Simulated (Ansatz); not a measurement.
Ansatz results at the PBE0-D4/def2-TZVP geometry: HOMO energy (PBE0/def2-TZVPP) -7.33 eV; size of the dipole moment (ωB97M-V/def2-TZVPP) 1.06 D; HOMO–LUMO gap (PBE/def2-TZVPP) 4.67 eV.

Each molecule was computed in one conformer, which needn't be the lowest.

Problem. Which molecule gave them?
A. `[F][GeH2][F]`
B. `[OH][Ge]([GeH3])([GeH3])[GeH3]`
C. `N#[C][GeH3]`
D. `[CH3][GeH2][GeH3]`

Solution. B. The others give `[F][GeH2][F]`: -10.04, 2.60, 7.55; `[CH3][GeH2][GeH3]`: -7.88, 0.80, 6.46; `N#[C][GeH3]`: -9.71, 3.92, 7.14.
